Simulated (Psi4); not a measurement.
Psi4 input (wB97X-D/6-311+G**):

```
memory 1500 MB

molecule {
-1 1
S    -0.99245769    0.02474353    0.46498964
S     0.89364365    0.03051785   -0.48028129
H     1.58102472   -0.88418214    0.24466650
symmetry c1
no_reorient
no_com
}

set {
  basis 6-311+G**
  reference rks
  scf_type pk
  dft_radial_points 99
  dft_spherical_points 590
  e_convergence 1e-8
  d_convergence 1e-7
  maxiter 150
}

e = energy('wb97x-d')
print_out(f'\nFINAL {e:.10f} DIPOLE {variable("CURRENT DIPOLE")[0]:.6f} {variable("CURRENT DIPOLE")[1]:.6f} {variable("CURRENT DIPOLE")[2]:.6f}\n')
```

Output:

```
   => Loading Basis Set <=

    Name: 6-311+G**
    Role: ORBITAL
    Keyword: BASIS
    atoms 1-2 entry S          line   429 file 6-311pgss.gbs
    atoms 3   entry H          line    42 file 6-311pgss.gbs

   => WB97X-D: Empirical Dispersion <=

    Chai and Head-Gordon Dispersion Correction
    Chai, J.-D.; Head-Gordon, M. (2010), J. Chem. Phys., 132: 6615-6620

        s6 =       1.000000

         ---------------------------------------------------------
                                   SCF
               by Justin Turney, Rob Parrish, Andy Simmonett
                          and Daniel G. A. Smith
                              RKS Reference
         ---------------------------------------------------------

  ==> Geometry <==

    Molecular point group: c1
    Full point group: C1

    Geometry (in Angstrom), charge = -1, multiplicity = 1:

       Center              X                  Y                   Z               Mass
    ------------   -----------------  -----------------  -----------------  -----------------
         S           -0.992457690000     0.024743530000     0.464989640000    31.972071174400
         S            0.893643650000     0.030517850000    -0.480281290000    31.972071174400
         H            1.581024720000    -0.884182140000     0.244666500000     1.007825032230

  Running in c1 symmetry.

  Rotational constants: A =      9.80914  B =      0.23089  C =      0.22558 [cm^-1]
  Rotational constants: A = 294070.70275  B =   6922.00125  C =   6762.81433 [MHz]
  Nuclear repulsion =   73.554772360673226

  Charge       = -1
  Multiplicity = 1
  Electrons    = 34
  Nalpha       = 17
  Nbeta        = 17

  ==> Algorithm <==

  SCF Algorithm Type is PK.
  DIIS enabled.
  MOM disabled.
  Fractional occupation disabled.
  Guess Type is SAD.
  Energy threshold   = 1.00e-08
  Density threshold  = 1.00e-07
  Integral threshold = 1.00e-12

  ==> Primary Basis <==

  Basis Set: 6-311+G**
    Blend: 6-311+G**
    Number of shells: 32
    Number of basis functions: 66
    Number of Cartesian functions: 68
    Spherical Harmonics?: true
    Max angular momentum: 2

  ==> DFT Potential <==

   => LibXC <=

    Version 7.1.2
    S. Lehtola, C. Steigemann, M. J. T. Oliveira, and M. A. L. Marques,  SoftwareX 7, 1–5 (2018) (10.1016/j.softx.2017.11.002)

   => Composite Functional: WB97X-D <=

    wB97X-D Hyb-GGA Exchange-Correlation Functional

    J.-D. Chai and M. Head-Gordon,  Phys. Chem. Chem. Phys. 10, 6615–6620 (2008) (10.1039/B810189B)

    Deriv               =              1
    GGA                 =           TRUE
    Meta                =          FALSE

    Exchange Hybrid     =           TRUE
    MP2 Hybrid          =          FALSE

   => Exchange-Correlation Functionals <=

    1.0000   wB97X-D range-separated functional

   => Exact (HF) Exchange <=

    0.7780            HF,LR [omega = 0.2000]
    0.2220               HF

   => LibXC Density Thresholds  <==

    XC_HYB_GGA_XC_WB97X_D:  1.00E-14

   => Molecular Quadrature <=

    Radial Scheme          =       TREUTLER
    Pruning Scheme         =           NONE
    Nuclear Scheme         =       TREUTLER

    Blocking Scheme        =         OCTREE
    BS radius alpha        =              1
    Pruning alpha          =              1
    Radial Points          =             99
    Spherical Points       =            590
    Total Points           =         169867
    Total Blocks           =           1330
    Max Points             =            256
    Max Functions          =             63
    Weights Tolerance      =       1.00E-15

  ==> Integral Setup <==

  Using in-core PK algorithm.
   Calculation information:
      Number of atoms:                   3
      Number of AO shells:              32
      Number of primitives:             56
      Number of atomic orbitals:        68
      Number of basis functions:        66

      Integral cutoff                 1.00e-12
      Number of threads:                 1

  Performing in-core PK
  Using 7336098 doubles for integral storage.
  We computed 122151 shell quartets total.
  Whereas there are 139656 unique shell quartets.

  Computing range-separated integrals for PK
  We computed 122151 wK shell quartets total.
  Whereas there are 139656 wK unique shell quartets.

  ==> DiskJK: Disk-Based J/K Matrices <==

    J tasked:                  Yes
    K tasked:                  Yes
    wK tasked:                 Yes
    Omega:               2.000E-01
    Schwarz Cutoff:          1E-12


  Cached 100.0% of DFT collocation blocks in 0.242 [GiB].

  Minimum eigenvalue in the overlap matrix is 2.0074815825E-03.
  Reciprocal condition number of the overlap matrix is 3.7587703758E-04.
    Using symmetric orthogonalization.

  ==> Pre-Iterations <==

  SCF Guess: Superposition of Atomic Densities via on-the-fly atomic UHF (no occupation information).

   -------------------------
    Irrep   Nso     Nmo
   -------------------------
     A         66      66
   -------------------------
    Total      66      66
   -------------------------

  ==> Iterations <==

                        Total Energy        Delta E     RMS |[F,P]|

   @RKS iter SAD:  -796.52446277060562   -7.96524e+02   0.00000e+00
   @RKS iter   1:  -796.91478950032138   -3.90327e-01   8.90440e-03 DIIS/ADIIS
   @RKS iter   2:  -796.98719691045426   -7.24074e-02   6.03660e-03 DIIS/ADIIS
   @RKS iter   3:  -797.03637790423761   -4.91810e-02   6.77151e-04 DIIS/ADIIS
   @RKS iter   4:  -797.03728936572804   -9.11461e-04   1.70212e-04 DIIS/ADIIS
   @RKS iter   5:  -797.03738181691756   -9.24512e-05   5.25501e-05 DIIS
   @RKS iter   6:  -797.03739096490756   -9.14799e-06   1.51871e-05 DIIS
   @RKS iter   7:  -797.03739200611130   -1.04120e-06   2.66880e-06 DIIS
   @RKS iter   8:  -797.03739209614980   -9.00385e-08   5.35332e-07 DIIS
   @RKS iter   9:  -797.03739210062190   -4.47210e-09   1.66530e-07 DIIS
   @RKS iter  10:  -797.03739210096626   -3.44357e-10   5.63966e-08 DIIS
  Energy and wave function converged.

  ==> Post-Iterations <==

   Electrons on quadrature grid:
      Ntotal   =   34.0000000262 ; deviation = 2.623e-08

    Orbital Energies [Eh]
    ---------------------

    Doubly Occupied:

       1A    -88.834811     2A    -88.763936     3A     -7.874107
       4A     -7.802489     5A     -5.823450     6A     -5.819800
       7A     -5.813260     8A     -5.755444     9A     -5.743499
      10A     -5.742736    11A     -0.660004    12A     -0.495065
      13A     -0.300779    14A     -0.209517    15A     -0.181933
      16A     -0.090670    17A     -0.062201

    Virtual:

      18A      0.188233    19A      0.220031    20A      0.229069
      21A      0.234848    22A      0.256595    23A      0.260766
      24A      0.261039    25A      0.269175    26A      0.307918
      27A      0.337413    28A      0.512671    29A      0.547585
      30A      0.562423    31A      0.570172    32A      0.599476
      33A      0.606079    34A      0.625750    35A      0.861481
      36A      0.938335    37A      0.955307    38A      0.980542
      39A      0.991446    40A      1.035447    41A      1.131261
      42A      1.131507    43A      1.178944    44A      1.216180
      45A      1.229128    46A      1.443801    47A      1.721461
      48A      1.722166    49A      1.923523    50A      1.945522
      51A      2.037849    52A      2.046039    53A      2.067765
      54A      2.179288    55A      2.381721    56A      2.846091
      57A      7.988704    58A      8.117661    59A     17.615870
      60A     17.643187    61A     17.657161    62A     17.695292
      63A     17.702301    64A     17.791024    65A    189.216482
      66A    189.361372

    Final Occupation by Irrep:
              A
    DOCC [    17 ]
    NA   [    17 ]
    NB   [    17 ]

  @RKS Final Energy:  -797.03739210096626

   => Energetics <=

    Nuclear Repulsion Energy =             73.5547723606732262
    One-Electron Energy =               -1255.2254450536720469
    Two-Electron Energy =                 422.4700804636802900
    DFT Exchange-Correlation Energy =     -37.8366431717371441
    Empirical Dispersion Energy =          -0.0001566999105967
    VV10 Nonlocal Energy =                  0.0000000000000000
    Total Energy =                       -797.0373921009662581

Computation Completed

Properties will be evaluated at   0.000000,   0.000000,   0.000000 [a0]

Properties computed using the SCF density matrix

 Multipole Moments:

 ------------------------------------------------------------------------------------
     Multipole            Electronic (a.u.)      Nuclear  (a.u.)        Total (a.u.)
 ------------------------------------------------------------------------------------

 L = 1.  Multiply by 2.5417464519 to convert [e a0] to [Debye]
 Dipole X            :          1.1733822            0.0000002            1.1733823
 Dipole Y            :         -0.2847556           -0.0000001           -0.2847558
 Dipole Z            :         -0.2517161            0.0000002           -0.2517159
 Magnitude           :                                                    1.2333989

 ------------------------------------------------------------------------------------

FINAL -797.0373921010 DIPOLE 1.173382 -0.284756 -0.251716

*** Psi4 exiting successfully. Buy a developer a beer!
```

The dipole moment of an ion depends on the origin.
